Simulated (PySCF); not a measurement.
## Polarisability and C₆ of O³⁺ (oxygen, charge +3)

[He] 2s2 2p1, 2P determinant. All numbers are calculated (PySCF 2.14, no relativity, point nucleus, in aug-cc-pwCVDZ (5s4p2d, 27 functions)). Coupled (time-dependent) response in atomic units; α is the mean over directions. A double-zeta set is small for polarisabilities.

```csv
method,mean α (bohr³),"α xx, yy, zz",C₆ (like pair),S(−4)
UHF,1.412,"1.492, 1.252, 1.492",1.308,2.924
PBE,1.346,"1.432, 1.176, 1.432",1.241,2.340
PBE0,1.356,"1.442, 1.185, 1.442",1.251,2.401
M06-L,1.339,"1.442, 1.134, 1.442",1.265,2.089
r2SCANh,1.393,"1.472, 1.236, 1.472",1.331,2.457
```

S(−4) is the Cauchy moment in α(ω) = α(0) + S(−4) ω² + …

α(iu) at UHF:

```tsv
u (hartree)	α(iu) (bohr³)
0	1.412
0.0500	1.405
0.100	1.384
0.200	1.310
0.300	1.211
0.500	0.9970
0.750	0.7694
1.00	0.6047
1.50	0.4032
2.00	0.2901
3.00	0.1713
5.00	0.07988
```

A single London oscillator, α(iu) = α/(1 + u²/ω²), gives C₆ = (3/4) ω α². Matching the computed C₆ needs ω = 4 × 1.308 / (3 × 1.412²) = 0.875 hartree.

For an ion, C₆ is the dispersion term alone; charge-induced terms of lower order in 1/R come first.

The components differ because the open shell of this determinant is not spherical; for a pure term their mean is the scalar polarisability.
